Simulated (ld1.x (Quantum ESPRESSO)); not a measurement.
# u(r) = r·R(r): atom against pseudo-atom (Mn)

Columns: radius, all-electron u(r) and pseudo u(r) of the 3d shell (level -7.42 eV) of manganese in the configuration [Ne] 3s2 3p6 3d5 4s1.75 4p0.25; PBE, non-relativistic, TM scheme, ld1.x (Quantum ESPRESSO) 7.5.

```tsv
r (bohr)	all-electron	pseudo
0.055	0.0135	0.0038
0.110	0.0730	0.0293
0.165	0.1712	0.0912
0.220	0.2888	0.1930
0.275	0.4094	0.3253
0.330	0.5221	0.4700
0.385	0.6211	0.6066
0.440	0.7038	0.7193
0.495	0.7702	0.8008
0.550	0.8209	0.8524
0.605	0.8568	0.8808
0.660	0.8798	0.8937
0.715	0.8916	0.8975
0.770	0.8942	0.8958
0.825	0.8893	0.8895
0.880	0.8785	0.8785
0.935	0.8631	0.8631
0.990	0.8443	0.8443
1.045	0.8229	0.8229
1.100	0.7998	0.7998
1.155	0.7754	0.7754
1.210	0.7502	0.7502
1.265	0.7247	0.7247
1.320	0.6991	0.6991
1.375	0.6737	0.6737
1.430	0.6487	0.6487
```

**Question.** How many radial nodes do the two functions have?

**Answer.** The all-electron 3d function has n − l − 1 = 0; the pseudo-wave has 0.

**Question.** At about which radius was the pseudo-wave matched?

**Answer.** 0.90 bohr. The columns agree to 0.0005 from 0.82 bohr on; several derivatives are matched, so the curves merge somewhat inside the radius.

**Question.** Is the pseudo-wave norm-conserving?

**Answer.** Yes: the TM scheme keeps the norm inside the radius equal to the all-electron one, which fixes the energy derivative of the logarithmic derivative at the level.
